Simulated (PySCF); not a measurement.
Ligands exchanged one at a time, Ge NH2-OCH3. Gas-phase values, no solvent. One relaxed conformer stands for each flexible species; it need not be the lowest. Strings in code marks are SMILES.

All values below come from PBE-D3(BJ)/def2-TZVP // r2SCAN-D4/def2-SVP in PySCF. All candidates: neutral, multiplicity 1. Excitations are Tamm–Dancoff values on a coarser integration grid. The basis has no diffuse functions, so Rydberg states are missing or too high.

The HOMO is -5.70 eV. The T1 excitation (TDA) comes out as 5.18 eV. The LUMO is -0.42 eV.

### Question
Name which member has these values.
A) `C[O][Ge]([NH2])([O]C)[O]C`
B) `C[O][Ge]([O]C)([O]C)[O]C`
C) `C[O][Ge]([NH2])([NH2])[O]C`
D) `[NH2][Ge]([NH2])([NH2])[NH2]`

### Answer
D, `[NH2][Ge]([NH2])([NH2])[NH2]`. The others give `C[O][Ge]([O]C)([O]C)[O]C`: -6.47 eV, 5.44 eV, -0.87 eV; `C[O][Ge]([NH2])([NH2])[O]C`: -5.96 eV, 5.29 eV, -0.54 eV; `C[O][Ge]([NH2])([O]C)[O]C`: -6.16 eV, 5.36 eV, -0.66 eV
